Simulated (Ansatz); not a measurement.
A further run on In₁₀N₉H₂₆⁻, a nanocrystal cut from wurtzite InN (hydrogen-capped).

```yaml
crystal:
  periodic: [false, false, false]
  atoms:
    - {symbol: In, position_ang: [0.507484, -3.825337, -0.500911]}
    - {symbol: N, position_ang: [0.541721, -3.674722, 1.770364]}
    - {symbol: In, position_ang: [0.748501, -1.755459, -3.210768]}
    - {symbol: N, position_ang: [-1.109472, -0.641032, -3.772025]}
    - {symbol: N, position_ang: [0.597995, -1.716645, -1.026214]}
    - {symbol: In, position_ang: [-1.203253, -0.694411, -0.402614]}
    - {symbol: In, position_ang: [0.580672, -1.675431, 2.708213]}
    - {symbol: N, position_ang: [-1.088246, -0.627484, 1.822884]}
    - {symbol: In, position_ang: [-1.145559, 1.525427, -3.211405]}
    - {symbol: N, position_ang: [-1.186880, 1.376427, -1.026784]}
    - {symbol: In, position_ang: [-3.057849, 2.353468, -0.501743]}
    - {symbol: In, position_ang: [-1.160003, 1.342104, 2.707675]}
    - {symbol: N, position_ang: [-2.909915, 2.309512, 1.769544]}
    - {symbol: In, position_ang: [2.411221, -0.844461, -0.324604]}
    - {symbol: N, position_ang: [2.259954, -0.649028, 1.850796]}
    - {symbol: N, position_ang: [2.197468, 1.267639, -0.981772]}
    - {symbol: In, position_ang: [0.475696, 2.509899, -0.325493]}
    - {symbol: In, position_ang: [2.479977, 1.431273, 2.560806]}
    - {symbol: N, position_ang: [0.569128, 2.281879, 1.850005]}
    - {symbol: H, position_ang: [-1.054576, -4.535230, -0.801298]}
    - {symbol: H, position_ang: [2.038588, -4.610372, -0.810728]}
    - {symbol: H, position_ang: [-0.270092, -4.183248, 2.133060]}
    - {symbol: H, position_ang: [1.346497, -4.211021, 2.107592]}
    - {symbol: H, position_ang: [0.527164, -3.385148, -3.810274]}
    - {symbol: H, position_ang: [2.049168, -0.711971, -3.743673]}
    - {symbol: H, position_ang: [-1.934867, -1.117464, -3.393526]}
    - {symbol: H, position_ang: [-1.219969, -0.705021, -4.788507]}
    - {symbol: H, position_ang: [-2.676913, -1.544984, -0.805791]}
    - {symbol: H, position_ang: [0.548858, -1.889813, 4.437432]}
    - {symbol: H, position_ang: [-1.936825, -1.116933, 2.134940]}
    - {symbol: H, position_ang: [-2.667811, 2.148175, -3.810742]}
    - {symbol: H, position_ang: [0.408285, 2.129917, -3.744911]}
    - {symbol: H, position_ang: [-4.454121, 1.355899, -0.800925]}
    - {symbol: H, position_ang: [-2.971596, 4.071680, -0.812945]}
    - {symbol: H, position_ang: [-1.361548, 1.422212, 4.436873]}
    - {symbol: H, position_ang: [-3.756774, 1.862196, 2.132756]}
    - {symbol: H, position_ang: [-2.970562, 3.274974, 2.106003]}
    - {symbol: H, position_ang: [3.975239, -1.464269, -0.766563]}
    - {symbol: H, position_ang: [3.102351, -1.110048, 2.218267]}
    - {symbol: H, position_ang: [2.153106, 1.241736, -2.007942]}
    - {symbol: H, position_ang: [3.064056, 1.767738, -0.761089]}
    - {symbol: H, position_ang: [0.721828, 4.174031, -0.767952]}
    - {symbol: H, position_ang: [2.468504, 1.425181, 4.309988]}
    - {symbol: H, position_ang: [3.771732, 2.176140, 1.636836]}
    - {symbol: H, position_ang: [0.591585, 3.242034, 2.217164]}
basis:
  gaussian: {orbitals: def2-SVP, fitting: {mean_field: def2-universal-jkfit}}
total_charge: -1
hamiltonian: {xc: {name: PBE0}}
scf: {lower_state_search: full}
```

```sh
$ ansatz run in.yaml --threads 2 --pin off --events-out ev --progress --plain --max-ram 31744MiB --backend cuda --devices 0, --max-vram 18GiB
```

It prints (some lines left out):

```
Functional definition: PBE0
3341 factors; integrals over basis functions are off by at most 3.2e-1 eV
mean field evaluation 1: about -65514.2476 eV, gradient 1.4e2 eV
mean field evaluation 2: about -65514.2538 eV, gradient 1.4e2 eV
mean field evaluation 4: about -65547.8625 eV, gradient 4.9e1 eV
mean field evaluation 8: about -65554.6597 eV, gradient 1.0e0 eV
mean field evaluation 16: about -65554.6626 eV, gradient 2.1e-4 eV
mean field -65554.66259245 eV, -2409.0894157263 hartree, gradient 5.2e-5 eV, S^2 0.000000; 0 other end points of the search recorded, 0 dependent functions left out
reference -65554.66268743 eV, -2409.0894192166 hartree; 150, 150 occupied and 366, 366 virtual orbitals, 3341 factors
Total energy: -65554.66268743 eV, -2409.0894192166 hartree
```

Run time 4.9 s (2 threads of AMD EPYC 7R13 on a shared host and a share (18 GiB) of an NVIDIA H100 80GB HBM3), peak host memory 1.1 GiB.

In the def2 sets In takes a core potential; there is no spin–orbit coupling. The highest occupied level of an anion often lies above zero with these methods, and sets without diffuse functions describe the outer electron poorly.
